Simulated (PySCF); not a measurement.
## From a computed spectrum to the compound

A species of 9 atoms with charge 1 has these harmonic modes (PBE0, small Gaussian bases with core potentials, PySCF 2.14.0):

| cm⁻¹ | km/mol | symmetry |
| --- | --- | --- |
| 42 | 0.0 | a |
| 55 | 1.4 | b |
| 130 | 0.0 | a |
| 354 | 0.0 | a |
| 379 | 51.4 | b |
| 398 | 13.8 | b |
| 460 | 0.4 | a |
| 475 | 102.8 | b |
| 501 | 29.0 | a |
| 1159 | 4.1 | b |
| 1162 | 5.9 | a |
| 1369 | 3.2 | a |
| 1372 | 16.2 | b |
| 1377 | 15.6 | b |
| 1384 | 16.0 | a |
| 3006 | 11.5 | b |
| 3007 | 5.2 | a |
| 3106 | 0.0 | a |
| 3107 | 0.0 | b |
| 3118 | 0.0 | a |
| 3119 | 0.3 | b |

Question: Which species is it, and in which structure?

Answer: [Dy(CH3)2]+ (singlet in the valence; each metal's 4f electrons, 9 of them, lie in its core potential, out of spins and levels):
```xyz
9

Dy    0.0000    0.0000   -0.2353
C     1.7227   -0.0179    1.2265
H     2.7061    0.2112    0.7747
H     1.5412    0.7195    2.0320
H     1.8109   -1.0025    1.7262
C    -1.7227    0.0179    1.2265
H    -2.7061   -0.2112    0.7747
H    -1.5412   -0.7195    2.0320
H    -1.8109    1.0025    1.7262
```
Ideal gas at 298.15 K and 1 bar: S = 366.0 J/(mol K), Cp = 97.1 J/(mol K), H − H(0 K) = 20.8 kJ/mol (rigid rotor, harmonic modes, spin degeneracy alone, that of the 4f electrons in the core included; the modes under 60 cm⁻¹ make these uncertain). An lcecp potential fixes the number of 4f electrons, so in runs with it no electron can move into or out of that shell.
 This is one of several that fit.
